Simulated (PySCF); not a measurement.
## Energy profile

The step: GeH₄ + H → GeH₃ + H₂; bonds formed: H1–H3; bonds broken: H1–Ge2 (atoms numbered as in the saddle structure below).

```json
{"atom": "H1", "x (Å)": "0.0007", "y (Å)": "-1.0058", "z (Å)": "-0.2913"}
{"atom": "Ge2", "x (Å)": "-0.0019", "y (Å)": "0.5034", "z (Å)": "0.1421"}
{"atom": "H3", "x (Å)": "0.0108", "y (Å)": "-2.4558", "z (Å)": "-0.6958"}
{"atom": "H4", "x (Å)": "-1.3367", "y (Å)": "1.1407", "z (Å)": "-0.2669"}
{"atom": "H5", "x (Å)": "1.1569", "y (Å)": "1.2307", "z (Å)": "-0.5535"}
{"atom": "H6", "x (Å)": "0.1702", "y (Å)": "0.5868", "z (Å)": "1.6652"}
```

Electronic energies by CCSD(T) at an estimated basis limit (MP2 extrapolated from triple and quadruple zeta, plus CCSD(T) − MP2 in triple zeta), on PBE0-D4/def2-TZVP structures; GeH5, doublet; no counterpoise correction; spin–orbit coupling, which lowers free halogen atoms and radicals such as OH and SH, is left out. Program: PySCF 2.14 with density fitting (its default auxiliary sets; JK sets also for MP2 and CCSD(T)). Basis: def2-TZVPP and def2-QZVPP. Cores are frozen in the correlated methods; orbitals are unrestricted. Filled d shells of the heavier atoms are correlated. The def2 sets are not built for correlating such inner shells, so the correlated values are less sure here. Extrapolation: Hartree–Fock as exp(−7.88 √X), correlation as X^−2.97.

Problem. Give the profile in kJ/mol, counted from the separated reactants. (To be estimated.)

Solution. The calculation gives:
```json
{"point": "separated: GeH4 (H1, Ge2, H4, H5, H6; singlet) + H (H3; doublet)", "kJ/mol": "0.0"}
{"point": "start structure", "kJ/mol": "-0.3"}
{"point": "saddle", "kJ/mol": "11.3"}
{"point": "end structure", "kJ/mol": "-76.9"}
{"point": "separated: H2 (H1, H3; singlet) + GeH3 (Ge2, H4, H5, H6; doublet)", "kJ/mol": "-76.3"}
```

T1 diagnostic: at most 0.013. ⟨S²⟩ of the unrestricted Hartree–Fock references: 0.75 to 0.76 (a pure state has 0.75). The start structure is not quite a true minimum (one mode of 27i cm⁻¹). The end structure is not quite a true minimum (one mode of 32i cm⁻¹).

Radical steps of this kind take place in plasma deposition and etching.

For scale, one of the runs: CCSD(T)/def2-TZVPP, 118 basis functions, launched by `OMP_NUM_THREADS=4 python run.py`. Time: 2.1 min of wall clock on 4 CPU threads of a Oxide Virtual Turin-like; the host was shared. Peak host memory: 0.72 GiB.
